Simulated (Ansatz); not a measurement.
Two structures of AlAsH6O3, singlet, reached by relaxing down either side of one saddle point (PBE0-D4/def2-TZVP). Energies are electronic, without zero-point energy. Ansatz 0.2.0; basis: def2-TZVPP and def2-QZVPP; cores frozen in the correlated methods. Filled d shells of the heavier atoms are correlated. The def2 sets are not built for correlating such inner shells, so the correlated values are less sure here. Extrapolation: Hartree–Fock as exp(−7.88 √X), correlation as X^−2.97. First:

| atom | x (Å) | y (Å) | z (Å) |
| --- | --- | --- | --- |
| Al1 | 0.6364 | -1.0638 | 0.0419 |
| O2 | 1.2266 | -1.1241 | -1.5402 |
| O3 | 1.6368 | -0.4145 | 1.2463 |
| O4 | -0.8659 | -1.7986 | 0.3032 |
| H5 | -0.3418 | 1.0316 | -0.8901 |
| As6 | -1.2235 | 1.6395 | 0.2062 |
| H7 | 2.0930 | -0.7830 | -1.7546 |
| H8 | 1.3773 | -0.3076 | 2.1586 |
| H9 | -1.2874 | -1.8369 | 1.1588 |
| H10 | -2.4305 | 1.6136 | -0.7144 |
| H11 | -0.8210 | 3.0437 | -0.2158 |

Second:

Al1  (0.001, -0.366, 0.487)
O2  (0.747, -0.358, -1.348)
O3  (1.626, -0.205, 1.046)
O4  (-0.747, -1.872, 0.768)
H5  (0.486, 0.423, -1.852)
As6  (-1.422, 1.639, 0.497)
H7  (1.689, -0.275, -1.126)
H8  (1.936, -0.583, 1.866)
H9  (-1.693, -1.996, 0.754)
H10  (-2.190, 1.165, -0.736)
H11  (-0.432, 2.428, -0.357)
(Å)

Which bonds change from the first to the second?

AlH₃O₃ ([OH][Al]([OH])[OH]) + AsH₃ → AlAsH₄O₂ ([OH][Al]([OH])[AsH2]) + H₂O (still joined by a long Al–O bond); bonds formed: Al1–As6, O2–H5; bonds broken: H5–As6; bonds weakened to dative contacts: Al1–O2.

Give the saddle point's structure and its height above each. (An estimate is asked for; the value comes from the calculation.)

By the calculation: 83.7 kJ/mol above the first and 95.0 kJ/mol above the second (CCSD(T) at an estimated basis limit (MP2 extrapolated from triple and quadruple zeta, plus CCSD(T) − MP2 in triple zeta)).
| atom | x (Å) | y (Å) | z (Å) |
| --- | --- | --- | --- |
| Al1 | 0.2563 | -0.7007 | 0.2866 |
| O2 | 0.6994 | -0.4222 | -1.4314 |
| O3 | 1.5768 | -0.3082 | 1.2771 |
| O4 | -0.8487 | -1.9649 | 0.4798 |
| H5 | -0.0510 | 0.5997 | -1.0861 |
| As6 | -1.1688 | 1.5021 | 0.0802 |
| H7 | 1.6056 | -0.1562 | -1.6200 |
| H8 | 1.6693 | -0.5469 | 2.1962 |
| H9 | -1.3002 | -2.1969 | 1.2867 |
| H10 | -2.0951 | 1.5002 | -1.1153 |
| H11 | -0.3436 | 2.6940 | -0.3537 |

The T1 diagnostic stays at or below 0.013.

Labels in which every atom is bracketed show which atoms are joined, not bond orders.

For scale, one of the runs: CCSD(T)/def2-TZVPP, 267 basis functions, launched by `ansatz run in.yaml --threads 8 --pin off --events-out ev --progress --plain --max-ram 19148MiB`. Time: 4.2 min of wall clock on 8 CPU threads of an Intel Xeon; the host was shared. Peak host memory: 7 GiB.
